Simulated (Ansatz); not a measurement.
The cluster Al₂S₂. Total charge 0; singlet. Geometry PBE0-D4/def2-TZVP; atoms count from 1.

```csv
atom,x (Å),y (Å),z (Å)
Al1,-1.105,-0.364,-2.150
Al2,0.402,0.148,0.780
S3,-0.292,1.332,-0.848
S4,0.994,-1.116,2.218
```

The structure comes from a short search, and lower isomers may exist.

(1) Estimate the Mulliken populations from the PBE0/def2-TZVP orbitals of Ansatz.

(2) And the Mayer bond orders between heavy atoms (over 0.3)?

Results:

(1) 
```
atom  charge (e)
 Al1        0.26
 Al2        0.33
  S3       -0.27
  S4       -0.32
```
Mulliken values depend strongly on the basis.

(2) Al1–S3 1.02 (2.29 Å); Al2–S3 1.30 (2.13 Å); Al2–S4 2.28 (2.00 Å).
